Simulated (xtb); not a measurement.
TaCl₄, SMILES [Cl][Ta+]([Cl])([Cl])[Cl], charge +1, multiplicity 1. All values are semi-empirical tight-binding results from xtb (GFN2-xTB unless named), good for trends rather than for accurate numbers. Geometry: GFN2-xTB. The multiplicity is an assumed one; no other spin state was optimised. The isomer is the one that the SMILES or the coordinates give; other isomers of the formula were not compared.

Optimised geometry:

Bonded distances (Å): Ta1–Cl2 2.186, Ta1–Cl3 2.186, Ta1–Cl4 2.186, Ta1–Cl5 2.186. Angles (°): Cl2–Ta1–Cl3 109.5, Cl2–Ta1–Cl4 109.5, Cl2–Ta1–Cl5 109.5, Cl3–Ta1–Cl4 109.5, Cl3–Ta1–Cl5 109.5, Cl4–Ta1–Cl5 109.5.
Charge +1, spin multiplicity 1.

For metal compounds this method's bond lengths and energies can be far off.

| Item | Result |
|---|---|
| point group as xtb finds it | Td |
| orbital gap | 3.59 eV |
| zero-point energy | 2.8 kcal/mol |
| G − E(el) at 298.15 K (modified RRHO) | -18.4 kcal/mol |

Task: Give the atomic charges and the Wiberg bond orders between heavy atoms. (Estimate from the structure and the level; the computed values follow.)

Result: charges (e) Ta1 0.87, Cl2 0.03, Cl3 0.03, Cl4 0.03, Cl5 0.03. Bond orders Ta1–Cl2 1.52, Ta1–Cl3 1.52, Ta1–Cl4 1.52, Ta1–Cl5 1.52.
